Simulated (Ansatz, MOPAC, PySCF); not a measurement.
Complex: H2S (SMILES S) (first 3 atoms) with ClH3Si (SMILES [SiH3]Cl); geometry from B3LYP-D3(BJ)/def2-TZVP.
(charge 0, multiplicity 1):
```
atom    x (Å)    y (Å)    z (Å)
----  -------  -------  -------
S      1.2014  -0.0802  -0.5346
H     -0.0448  -0.5280  -0.3149
H      0.8454   1.1874  -0.2732
Si     0.7098   0.0734   3.2333
Cl    -0.9853   0.9631   2.4355
H      0.7806  -1.3182   2.7548
H      0.5689   0.1063   4.7032
H      1.8904   0.8478   2.8126
```

Monomers are frozen at their geometry in the pair; levels with a basis set take the counterpoise correction. Rows marked so take none.

Cores are frozen in the correlated methods. Rows in STO-3G carry no dispersion term and start afresh at each structure. The state that AM1 reach isn't checked.

Programs: Ansatz (Gaussian orbitals); MOPAC for AM1 (differences of heats of formation); PySCF for STO-3G rows, the dispersion terms. Each number belongs to the level named beside it.

Question: Give the interaction energy at the level HF/STO-3G (no counterpoise).

Answer: -13 meV

Question: What interaction energy does B2PLYP-D3(BJ)/def2-TZVPPD give?

Answer: -88 meV

Question: Estimate the interaction energy that AM1 returns for this input.

Answer: -32 meV

Ansatz is a first-principles code.
